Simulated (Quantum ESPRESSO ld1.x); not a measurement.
The numbers below are computed, except where a source is named.
Question: Species: Cl3+. Configuration: [Ne] 3s2 3p2 (the NIST ground configuration). Level of theory: non-relativistic Kohn-Sham, LDA (Slater exchange, VWN5 correlation), spin-polarised, spherical densities, point nucleus; open shells are filled with parallel spins first (ld1.x of Quantum ESPRESSO 7.5). Some entries of the table are withheld. Estimate them.

orbital  occ.  eigenvalue (eV)  <1/r> (bohr^-1)  <r> (bohr)
1s up       1         -2777.74            16.51     0.09166
1s down     1         -2777.23            16.51     0.09165
2s up       1         -294.950            3.280      0.4473
2s down     1         -294.389            3.282      0.4469
2p up       3         -236.761            3.203      0.4071
2p down     3         -236.071            3.204      0.4067
3s up       1         -59.7710           0.9949       1.396
3s down     1         -56.9443           0.9896       1.406
3p up       2         -46.3103           0.9007       1.507
3p down     0         -43.6130           0.8906       1.528
3d up       0         -27.1425           0.6902       1.779
3d down     0         -24.8632           0.6704       1.851
4s up       0         -20.5493           0.4266       3.228
4s down     0         -19.8108           0.4137       3.315
4p up       0         -16.6850              (1)       3.606
4p down     0         -16.1060              (2)       3.714
4f up       0          -8.9934           0.2501       4.639
4f down     0          -8.6982           0.2352       4.901

Answer: 
(1) 4p up <1/r> (bohr^-1): 0.3827
(2) 4p down <1/r> (bohr^-1): 0.3710
